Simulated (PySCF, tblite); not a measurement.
Species: C₄H₄N₄O.
SMILES with atom numbers: `[CH3:1][O:2][c:3]1[nH:4][n:5][n:6][c:7]1[C:8]#[N:9]` (hydrogens: H10, H11, H12 on C1; H13 on N4)

Structure optimised with GFN2-xTB, isolated species.

**Question.** What internal coordinates does the optimisation give?

**Answer.** 
```csv
bond,length (pm)
C1–O2,141.9
O2–C3,133.1
C3–N4,135.4
N4–N5,134.4
N5–N6,126.0
N6–C7,136.3
C7–C8,140.2
C8≡N9,114.7
C3–C7,139.7
"C1–H10, C1–H11, C1–H12",109.1
N4–H13,100.8
```

Bonds in one row agree within 1 pm and their mean is given. A selection of angles:
```csv
angle,degrees
O2–C1–H10,105.6
O2–C1–H11,111.1
H10–C1–H11,110.0
C1–O2–C3,116.6
O2–C3–N4,120.4
O2–C3–C7,135.7
N4–C3–C7,103.9
C3–N4–N5,110.0
C3–N4–H13,127.7
N5–N4–H13,122.3
N4–N5–N6,109.0
N5–N6–C7,110.1
N6–C7–C8,123.4
C3–C7–N6,107.0
C3–C7–C8,129.6
C7–C8–N9,179.0
```

Dihedral angles: C1–O2–C3–N4 180° (antiperiplanar).

The 2 C–O bonds span 1.331 Å (O2–C3, drawn single) to 1.419 Å (C1–O2, drawn single), a spread of 0.088 Å. The 9 heavy atoms lie in one plane (0.001 Å rms). The 5-membered ring C3–N4–N5–N6–C7 has internal angles of 103.9° to 110.1° (sum 540°, against 540° for a flat polygon); it is planar, 0.00 Å rms from its mean plane, widest ring torsion 0°. Of the pairs four or more bonds apart, C1···C8 is among the closest relative to their van der Waals radii: 3.06 Å, 90 % of the sum of Bondi's values. O2 (aryl ether oxygen) is bent (angle 116.6°). The N–N distances run from 1.260 Å (N5–N6, aromatic) to 1.344 Å (N4–N5, aromatic), a spread of 0.084 Å. The C–N distances run from 1.147 Å (C8≡N9, drawn triple) to 1.363 Å (N6–C7, aromatic), a spread of 0.216 Å.

Point group: Cs (tolerance 0.08 Å). Its GFN2-xTB frequencies are all real (lowest 86 cm⁻¹). The numbers are those of one conformer. 2 starts were optimised and ended at 0.00 and 2.71 kcal/mol (GFN2-xTB); the lowest of these is shown.

The numbers are calculated, not measured.
